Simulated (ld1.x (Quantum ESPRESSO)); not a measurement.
**Reading a pseudo-wave (neon (Ne))**

Columns: radius, all-electron u(r) and pseudo u(r) of the 2p shell (level -22.33 eV) of neon in the configuration [He] 2s2 2p5.5; BLYP, scalar-relativistic, PAW scheme, ld1.x (Quantum ESPRESSO) 7.5.

```tsv
r (bohr)	all-electron	pseudo
0.057	0.0739	0.0136
0.115	0.2296	0.0545
0.172	0.3997	0.1184
0.230	0.5605	0.2033
0.288	0.6962	0.3023
0.345	0.8019	0.4072
0.402	0.8809	0.5132
0.460	0.9364	0.6157
0.518	0.9702	0.7073
0.575	0.9859	0.7825
0.632	0.9874	0.8400
0.690	0.9777	0.8793
0.747	0.9596	0.8993
0.805	0.9347	0.9022
0.862	0.9057	0.8907
0.920	0.8729	0.8677
0.977	0.8386	0.8376
1.035	0.8025	0.8026
1.092	0.7664	0.7665
1.150	0.7297	0.7297
1.208	0.6934	0.6934
1.265	0.6584	0.6584
1.322	0.6243	0.6243
1.380	0.5907	0.5907
1.438	0.5583	0.5583
1.495	0.5277	0.5277
```

Task: How many radial nodes do the two functions have?

Result: The all-electron 2p function has n − l − 1 = 0; the pseudo-wave has 0.

Task: At about which radius was the pseudo-wave matched?

Result: 1.15 bohr. The columns agree to 0.0005 from 1.03 bohr on; several derivatives are matched, so the curves merge somewhat inside the radius.

Task: Where does each function peak?

Result: Outermost all-electron maximum near 0.63 bohr, pseudo maximum near 0.81 bohr (to the table’s step).

Task: Is the pseudo-wave norm-conserving?

Result: No, it belongs to a PAW set: the norm inside the radius is not constrained, and the difference is carried by the augmentation charge.
